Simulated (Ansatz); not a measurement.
`[Cl][Ti]([Cl])([Cl])[Cl]` + HBr → `[Cl][Ti]([Cl])([Cl])[Br]` + HCl at 400 K and 1 bar (ligand exchange at a Ti–Cl bond).

Calculated with Ansatz (gas phase, PBE0-D4/def2-TZVP geometries, no zero-point term in ΔE). CBS: MP2 limit from def2 TZ/QZ plus the TZ coupled-cluster correction, frozen cores. This one scheme is used for every species. For Br, Ti outer-core shells are correlated without core-valence functions, which leaves a few kJ/mol of doubt a bond. Scalar relativity is left out up to krypton.

```csv
species,CCSD(T)/CBS energy (Eh),H − E (kJ/mol),S (J/(mol·K))
`[Cl][Ti]([Cl])([Cl])[Cl]`,-2688.29434,46.7,381.7
HBr,-2573.91920,27.6,207.2
`[Cl][Ti]([Cl])([Cl])[Br]`,-4801.83441,46.3,405.1
HCl,-460.38127,29.6,195.4
```

H − E and S are ideal-gas, rigid-rotor, harmonic terms from PBE0-D4/def2-TZVP. 1 Eh = 2625.50 kJ/mol, R = 8.31446 J/(mol·K).

By hand: ΔE, ΔH, ΔS and ΔG.

ΔE = (-4801.83441) + (-460.38127) − (-2688.29434) − (-2573.91920) = -0.00214 Eh = -5.6 kJ/mol. Δ(H − E) = 46.3 + 29.6 − 46.7 − 27.6 = 1.6, so ΔH = -4.0 kJ/mol. ΔS = 405.1 + 195.4 − 381.7 − 207.2 = 11.6 J/(mol·K). ΔG = -4.0 − 400 × (11.6)/1000 = -8.6 kJ/mol.

By hand: the equilibrium constant, and the temperature at which ΔG would vanish if ΔH and ΔS stayed fixed.

log₁₀ K = −ΔG/(RT ln 10) = 1.1. ΔH and −TΔS have one sign here, so there is no such temperature.

TΔS isn't small against ΔH here. A doubt of 5 kJ/mol in ΔE shifts log₁₀ K by 0.7 here. These are equilibria of isolated gas molecules and say nothing of rates. Largest T1 diagnostic: 0.025 (customary marks: 0.02 for closed shells, 0.045 for open ones).
